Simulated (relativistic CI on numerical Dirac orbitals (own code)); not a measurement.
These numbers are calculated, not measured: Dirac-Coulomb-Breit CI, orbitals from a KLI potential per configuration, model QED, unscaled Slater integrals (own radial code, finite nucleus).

CI space (outside the closed core [Ne]): 3s², 3s3p, 3p², 3s3d, 3d², 3p3d, 3p4s, 3d4s, 3s4s, 3s4p, 3s4d, 3s4f, 3s5s, 3s5p, 3s5d, 3s5f, 4s², 3s5g, 3s6s, 3s6p, 3s6d. Levels of other configurations are missing.

At this charge energies of transitions that change n are usually good to better than 1 %, and those within a shell (Δn = 0) to a few per cent.

Outline of the computed level scheme of I XLII. Lowest level of each configuration: 3s² ¹S0 at 0.00 eV; 3s3p ³P°0 at 84.15 eV; 3p² ³P0 at 203.00 eV; 3s3d ³D1 at 303.30 eV; 3p3d ³F°2 at 394.30 eV; 3d² ³F2 at 614.20 eV; 3s4s ³S1 at 1421.30 eV; 3s4p ³P°0 at 1465.51 eV; 3p4s ³P°0 at 1522.78 eV.

Some strong electric-dipole decays among the lowest 43 levels: 3s4p ¹P°1 → 3s² ¹S0 (1.1e+13 s⁻¹); 3s4s ¹S0 → 3s3p ¹P°1 (9.7e+12 s⁻¹); 3s4s ³S1 → 3s3p ³P°2 (7.2e+12 s⁻¹); 3s4p ³P°1 → 3s² ¹S0 (6.8e+12 s⁻¹); 3p4s ³P°1 → 3p² ¹D2 (4.4e+12 s⁻¹); 3s4s ³S1 → 3s3p ³P°1 (3.0e+12 s⁻¹); 3p4s ³P°1 → 3p² ³P0 (2.2e+12 s⁻¹); 3s4p ³P°2 → 3s3d ³D3 (1.9e+12 s⁻¹).

LS names give the leading component of a level, which can be under half, so a name can repeat, a term be missing and a line seem to break the LS rules.
